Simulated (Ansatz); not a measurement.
Start from `C[Si@H](O)O[Si@@H](O)F` and change one atom or group to get `CBO[SiH](O)F`.

Ansatz, PBE0-D4/def2-TZVP geometries, multiplicity 1. Each molecule was computed in one conformer, which needn't be the lowest.

```
                                          property  `C[Si@H](O)O[Si@@H](O)F`
size of the dipole moment (ωB97M-V/def2-TZVPP) / D                      2.83
              HOMO–LUMO gap (PBE0/def2-TZVPP) / eV                      9.19
                 HOMO energy (PBE/def2-TZVPP) / eV                     -7.38
    size of the dipole moment (PBE/def2-TZVPP) / D                      2.79
  size of the dipole moment (B3LYP/def2-TZVPP) / D                      2.83
               LUMO energy (B3LYP/def2-TZVPP) / eV                     -0.03
```

Question: Give the same properties after the change, and the shifts. (Best estimate.)

Answer: Ansatz gave: 
```
                                          property  `CBO[SiH](O)F`  shift
size of the dipole moment (ωB97M-V/def2-TZVPP) / D            1.44  -1.39
              HOMO–LUMO gap (PBE0/def2-TZVPP) / eV            8.31  -0.88
                 HOMO energy (PBE/def2-TZVPP) / eV           -7.06   0.32
    size of the dipole moment (PBE/def2-TZVPP) / D            1.43  -1.36
  size of the dipole moment (B3LYP/def2-TZVPP) / D            1.42  -1.41
               LUMO energy (B3LYP/def2-TZVPP) / eV           -0.47  -0.44
```

With PBE0 the HOMO rises by 0.33 eV and the LUMO falls by 0.55 eV, so the gap narrows by about 0.88 eV. PBE moves the HOMO by 0.32 eV and ωB97M-V by 0.27 eV. Dipoles are sizes alone; their direction can turn.

B3LYP here is the variant with VWN-RPA as its local correlation; programs differ in this.
